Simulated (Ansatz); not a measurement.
**Molecular dynamics of AlFH$_{2}$OS**

The input (input.yaml):

```yaml
crystal:
  periodic: [false, false, false]
  atoms:
    - { symbol: O, position_ang: [1.299202, -0.43659, -0.935375] }
    - { symbol: Al, position_ang: [0.108489, -0.484973, 0.261688] }
    - { symbol: F, position_ang: [0.471196, -1.407352, 1.588839] }
    - { symbol: S, position_ang: [-1.80827, 0.563635, 0.153045] }
    - { symbol: H, position_ang: [1.217229, 0.016366, -1.775838] }
    - { symbol: H, position_ang: [-1.245746, 1.685014, 0.661441] }
basis:
  gaussian: { orbitals: def2-SVP }
hamiltonian:
  xc: pbe0
md:
  timestep: 0.5
  n_steps: 200
  ensemble: nve
  temperature: 100.0
  initial_velocities: maxwell_boltzmann
  seed: 9145
```

Command:

```bash
$ ansatz run input.yaml --threads 1 --pin off --max-ram 2048MiB --backend cpu --events-out ev --progress --plain --runs-dir out
```

It starts at the highest image of a converged band, a first-order saddle point between two minima.

Output, in part (one step line in 7, the closing report, with atoms numbered from 0):

```
md step     0: t =     0.00 fs  T =   100.0 K  F+E_penalty+E_count = -22212.37122129 eV  E_kin = 0.051704 eV  conserved = -22212.31951729 eV  (25 SCF iters)
md step     7: t =     3.50 fs  T =    89.4 K  F+E_penalty+E_count = -22212.36568295 eV  E_kin = 0.046242 eV  conserved = -22212.31944114 eV  (24 SCF iters)
md step    14: t =     7.00 fs  T =    75.7 K  F+E_penalty+E_count = -22212.35853922 eV  E_kin = 0.039160 eV  conserved = -22212.31937961 eV  (23 SCF iters)
md step    21: t =    10.50 fs  T =    62.2 K  F+E_penalty+E_count = -22212.35147438 eV  E_kin = 0.032154 eV  conserved = -22212.31932020 eV  (27 SCF iters)
md step    28: t =    14.00 fs  T =    60.5 K  F+E_penalty+E_count = -22212.35062798 eV  E_kin = 0.031271 eV  conserved = -22212.31935658 eV  (24 SCF iters)
md step    35: t =    17.50 fs  T =    63.4 K  F+E_penalty+E_count = -22212.35223133 eV  E_kin = 0.032792 eV  conserved = -22212.31943944 eV  (24 SCF iters)
md step    42: t =    21.00 fs  T =    60.1 K  F+E_penalty+E_count = -22212.35057097 eV  E_kin = 0.031078 eV  conserved = -22212.31949281 eV  (24 SCF iters)
md step    49: t =    24.50 fs  T =    52.0 K  F+E_penalty+E_count = -22212.34639098 eV  E_kin = 0.026901 eV  conserved = -22212.31949024 eV  (24 SCF iters)
md step    56: t =    28.00 fs  T =    38.6 K  F+E_penalty+E_count = -22212.33932578 eV  E_kin = 0.019951 eV  conserved = -22212.31937433 eV  (24 SCF iters)
md step    63: t =    31.50 fs  T =    41.9 K  F+E_penalty+E_count = -22212.34097232 eV  E_kin = 0.021643 eV  conserved = -22212.31932964 eV  (23 SCF iters)
md step    70: t =    35.00 fs  T =    54.8 K  F+E_penalty+E_count = -22212.34767434 eV  E_kin = 0.028341 eV  conserved = -22212.31933341 eV  (24 SCF iters)
md step    77: t =    38.50 fs  T =    76.5 K  F+E_penalty+E_count = -22212.35897346 eV  E_kin = 0.039550 eV  conserved = -22212.31942318 eV  (24 SCF iters)
md step    84: t =    42.00 fs  T =    95.5 K  F+E_penalty+E_count = -22212.36885670 eV  E_kin = 0.049374 eV  conserved = -22212.31948296 eV  (23 SCF iters)
md step    91: t =    45.50 fs  T =   111.3 K  F+E_penalty+E_count = -22212.37700373 eV  E_kin = 0.057525 eV  conserved = -22212.31947834 eV  (24 SCF iters)
md step    98: t =    49.00 fs  T =   132.2 K  F+E_penalty+E_count = -22212.38777459 eV  E_kin = 0.068333 eV  conserved = -22212.31944194 eV  (24 SCF iters)
md step   105: t =    52.50 fs  T =   159.0 K  F+E_penalty+E_count = -22212.40152496 eV  E_kin = 0.082188 eV  conserved = -22212.31933685 eV  (24 SCF iters)
md step   112: t =    56.00 fs  T =   206.8 K  F+E_penalty+E_count = -22212.42625107 eV  E_kin = 0.106921 eV  conserved = -22212.31933017 eV  (23 SCF iters)
md step   119: t =    59.50 fs  T =   254.3 K  F+E_penalty+E_count = -22212.45085590 eV  E_kin = 0.131486 eV  conserved = -22212.31936963 eV  (30 SCF iters)
md step   126: t =    63.00 fs  T =   296.0 K  F+E_penalty+E_count = -22212.47253810 eV  E_kin = 0.153065 eV  conserved = -22212.31947343 eV  (30 SCF iters)
md step   133: t =    66.50 fs  T =   332.9 K  F+E_penalty+E_count = -22212.49160569 eV  E_kin = 0.172105 eV  conserved = -22212.31950088 eV  (30 SCF iters)
md step   140: t =    70.00 fs  T =   372.1 K  F+E_penalty+E_count = -22212.51183731 eV  E_kin = 0.192376 eV  conserved = -22212.31946173 eV  (30 SCF iters)
md step   147: t =    73.50 fs  T =   400.2 K  F+E_penalty+E_count = -22212.52635151 eV  E_kin = 0.206938 eV  conserved = -22212.31941377 eV  (30 SCF iters)
md step   154: t =    77.00 fs  T =   407.8 K  F+E_penalty+E_count = -22212.53021800 eV  E_kin = 0.210874 eV  conserved = -22212.31934415 eV  (30 SCF iters)
md step   161: t =    80.50 fs  T =   412.1 K  F+E_penalty+E_count = -22212.53245635 eV  E_kin = 0.213075 eV  conserved = -22212.31938124 eV  (30 SCF iters)
md step   168: t =    84.00 fs  T =   389.7 K  F+E_penalty+E_count = -22212.52089679 eV  E_kin = 0.201470 eV  conserved = -22212.31942702 eV  (29 SCF iters)
md step   175: t =    87.50 fs  T =   345.1 K  F+E_penalty+E_count = -22212.49795979 eV  E_kin = 0.178451 eV  conserved = -22212.31950897 eV  (30 SCF iters)
md step   182: t =    91.00 fs  T =   294.3 K  F+E_penalty+E_count = -22212.47167034 eV  E_kin = 0.152173 eV  conserved = -22212.31949741 eV  (30 SCF iters)
md step   189: t =    94.50 fs  T =   248.1 K  F+E_penalty+E_count = -22212.44768243 eV  E_kin = 0.128265 eV  conserved = -22212.31941751 eV  (30 SCF iters)
md step   196: t =    98.00 fs  T =   200.0 K  F+E_penalty+E_count = -22212.42277179 eV  E_kin = 0.103422 eV  conserved = -22212.31935003 eV  (30 SCF iters)
md step   200: t =   100.00 fs  T =   180.6 K  F+E_penalty+E_count = -22212.41284779 eV  E_kin = 0.093364 eV  conserved = -22212.31948341 eV  (27 SCF iters)
Total energy: -22212.41287427 eV, -816.2911170151 hartree
Atom 0 at     1.228738    -0.467462    -1.053701 Å, force     0.211390     0.026445     0.064477 eV/Å
Atom 1 at     0.162735    -0.480070     0.253836 Å, force    -0.342520     0.095693     0.024316 eV/Å
Atom 2 at     0.381643    -1.318129     1.670835 Å, force     0.293159    -0.096271    -0.282619 eV/Å
Atom 3 at    -1.727069     0.589893     0.171630 Å, force    -0.259732    -0.114268    -0.074677 eV/Å
Atom 4 at     1.119170     0.020317    -1.876120 Å, force    -0.018494    -0.151188     0.225118 eV/Å
Atom 5 at    -2.376088    -0.476973     0.713455 Å, force     0.116198     0.239589     0.043385 eV/Å
Dipole moment:    -0.048203     0.071698    -0.334965 e Å
```

The run went to its last step. The conserved energy stayed within 0.034 meV per atom of its start (net change 0.0057 meV per atom), so the integration is sound. The system heated up, since it started high on the potential surface and ran downhill. A run of 0.1 ps of so small a system gives no equilibrium averages. The orbitals stay closed-shell, which can raise the energy where a bond breaks towards radicals; this wasn't checked here.

The step under study would form Al2–H6 and break S4–H6. These pairs go: Al2–H6 2.59 → 2.58 Å, S4–H6 1.35 → 1.36 Å. In the last frame they stand as before the step (other bonds may differ from the relaxed reactants and products). It ends as one piece, AlFH2OS. Pairs count as bonded within 1.25 times the sum of covalent radii (0.12 Å more for H–H).

Last frame:

```xyz
6
Properties=species:S:1:pos:R:3
O 1.229 -0.468 -1.054
Al 0.163 -0.480 0.254
F 0.382 -1.318 1.671
S -1.727 0.590 0.172
H 1.119 0.020 -1.876
H -2.376 -0.477 0.714
```

Time of the run: 4.2 min on 1 thread of Intel(R) Xeon(R) 6975P-C (Granite Rapids), with other jobs on the host, peak memory 0.16 GiB.
